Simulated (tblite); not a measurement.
Run record: tight-binding relaxation, `C[C@@H]1CC[C@H](C(=O)Br)C1`.

Computed with GFN2-xTB geometry optimisation, gas phase (tblite 0.8.0). Start geometry: from a force field or distance geometry. The command runs a driver script over a list of jobs; the input below is this job's line of settings and its coordinates in Å.

Command:
```bash
OMP_NUM_THREADS=1 python probes_run.py task.json out
```

Input:
```
{"job": {"kind": "relax", "xc": "GFN2-xTB", "basis": "xTB"}, "charge": 0, "multiplicity": 1}
C     -2.265400    -0.748200    -0.307600
C     -1.132700     0.078900     0.251100
C     -0.493600     1.014400    -0.756400
C      0.813000     1.409600    -0.107500
C      1.290700     0.119500     0.604000
C      2.372000    -0.585900    -0.191800
O      2.586600    -0.461300    -1.391100
Br     3.521200    -1.808000     0.752200
C      0.059500    -0.783300     0.725400
H     -3.092300    -0.093600    -0.633300
H     -1.955500    -1.346200    -1.167000
H     -2.676100    -1.431000     0.452800
H     -1.503500     0.662100     1.122300
H     -1.127400     1.890300    -0.961600
H     -0.318300     0.514200    -1.709000
H      1.524100     1.814600    -0.807600
H      0.627500     2.179300     0.659400
H      1.698800     0.373300     1.580800
H      0.149900    -1.681000     0.116100
H     -0.083700    -1.107100     1.765900
```

Output:
```
step      E/eV     max force
  0    -782.62479    3.185
  1    -782.65952    4.248
  2    -782.75068    0.753
  3    -782.76019    0.404
  4    -782.77370    0.391
  5    -782.77888    0.281
  6    -782.78431    0.265
  7    -782.78787    0.240
  8    -782.79167    0.227
  9    -782.79384    0.167
... (44 lines left out)
 54    -782.81199    0.017
 55    -782.81204    0.015
 56    -782.81208    0.016
 57    -782.81212    0.017
 58    -782.81215    0.014
 59    -782.81217    0.014
 60    -782.81220    0.014
 61    -782.81222    0.014
 62    -782.81224    0.010
 63    -782.81226    0.008
```

«max force» is the largest atomic force in eV/Å.

**Question.** From which step on does the largest force stay under 0.1 eV/Å, and how much energy is left to gain from there?

**Answer.** From step 18 (0.067 eV/Å), 10.1 meV above the end.

Summary of the converged run: energy lowered by 4.3 kcal/mol over 63 steps; largest atomic force 0.008 eV/Å at the end.

**Question.** Where do the atoms end?

**Answer.** 0.119 Å rms from the input after alignment:
```
atom  x, y, z in Å
C1    -2.2499   -0.7823   -0.2864
C2    -1.1230    0.0731    0.2723
C3    -0.5188    1.0332   -0.7539
C4     0.8068    1.4441   -0.1205
C5     1.3138    0.1734    0.5838
C6     2.3461   -0.5250   -0.2280
O7     2.7158   -0.3463   -1.3321
Br8    3.1427   -2.0356    0.7913
C9     0.0820   -0.7592    0.7286
H10   -3.0808   -0.1555   -0.6010
H11   -1.9048   -1.3510   -1.1474
H12   -2.6099   -1.4805    0.4655
H13   -1.4974    0.6535    1.1217
H14   -1.1631    1.8864   -0.9586
H15   -0.3378    0.5025   -1.6901
H16    1.5233    1.8078   -0.8557
H17    0.6442    2.2274    0.6203
H18    1.7438    0.3962    1.5628
H19    0.1870   -1.6285    0.0759
H20   -0.0253   -1.1230    1.7484
```

On an Arm Neoverse N1 with one thread, no GPU (shared host), this took 0.86 s of wall time.
Labels such as C1 count atoms from 1, the log's own numbers from 0.
